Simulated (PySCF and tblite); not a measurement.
Results of a calculation; reference values are marked as such.
**Dynamics report: rearrangement**

System: C₂H₃FO₃Si, numbered as in [O:1]=[C:2]1[O:3][CH2:4][Si@@H:5]([F:6])[O:7]1.

Motion: shift of Si5 from O7 to O1. The path came from a restrained scan, a climbing-image band and a saddle search at GFN2-xTB; energies are PBE0/pcSseg-1 + D3(BJ)//PBE0-D3(BJ)/def2-SVP, thermal terms GFN2-xTB. Rates follow Eyring's equation with the number of equivalent paths and no tunnelling. Run with tblite and PySCF.

| point | symmetry | E(GFN2) kcal/mol | E(DFT) kcal/mol | ZPE change kcal/mol | lowest mode cm⁻¹ | dipole D |
| --- | --- | --- | --- | --- | --- | --- |
| start | C1 | 0.0 | 0.0 | 0.00 | 91 | 5.24 |
| saddle | C1 | 65.1 | 70.8 | -0.89 | 400i | 2.62 |
| end | C1 | 0.0 | 0.0 | 0.00 | 91 | 5.24 |

| Quantity | Value |
| --- | --- |
| Electronic barrier | 70.8 kcal/mol |
| Barrier with zero-point energy | 69.9 kcal/mol |
| ΔH‡ (298 K) | 69.6 kcal/mol |
| ΔS‡ (298 K, symmetry apart) | -2.2 cal/(mol K) |
| Paths | 2 equivalent paths |
| End point | the same structure with atoms interchanged, or its mirror image |
| Mean lifetime of the start against this motion at 298 K | 8.2×10³⁰ years |
| Cost | 2.6 min on 1 thread of Intel Xeon Platinum 8375C @ 2.90GHz, on a host shared with other jobs (rough), peak memory 0.72 GiB, launched as `OMP_NUM_THREADS=1 python ens_run.py task.json out` |

```
T/K  ΔG‡ kcal/mol      k s⁻¹
150          70.0  5.8×10⁻⁹⁰
200          70.1  2.1×10⁻⁶⁴
250          70.2  4.6×10⁻⁴⁹
298          70.3  3.8×10⁻³⁹
350          70.4  1.7×10⁻³¹
400          70.5  5.3×10⁻²⁶
500          70.7  2.6×10⁻¹⁸
```

ΔG and ΔG‡ leave out symmetry numbers and mirror images; rates count paths: 2 out.
